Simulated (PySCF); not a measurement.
## Aluminium: a sound run and one with changed settings

Sound run: Al+ [Ne] 3s2, Al(2+) [Ne] 3s1. Computed with PySCF 2.14 in cc-pVDZ-DK (4s3p1d, 18 functions), with scalar relativity by spin-free X2C-1e. In the sound run the correlated levels freeze [Ne]. The sound run starts from symmetry-adapted Hartree-Fock orbitals and uses a fine grid where one is needed.

Changed run: all electrons correlated in a basis built for the valence shell.

| species | method | sound run (hartree) | changed run (hartree) | converged |
| --- | --- | --- | --- | --- |
| Al+ | MP2 | -242.12858 | -242.13300 | yes |
| Al+ | CCSD(T) | -242.14201 | -242.14636 | yes |
| Al(2+) | MP2 | n/a | -241.46182 | yes |
| Al(2+) | CCSD(T) | n/a | -241.46196 | yes |

Ionisation energy of Al+:

| method | sound run (eV) | changed run (eV) |
| --- | --- | --- |
| UHF | 17.574 | 17.574 |
| MP2 | 18.254 | 18.264 |
| SCS-MP2 | 18.390 | 18.397 |
| CCSD | 18.619 | 18.621 |
| CCSD(T) | 18.619 | 18.624 |

A valence basis has no tight correlating functions, so it recovers only part of the core correlation, and not evenly between atom and ion.

For comparison, NIST gives 18.829 eV between the lowest levels.
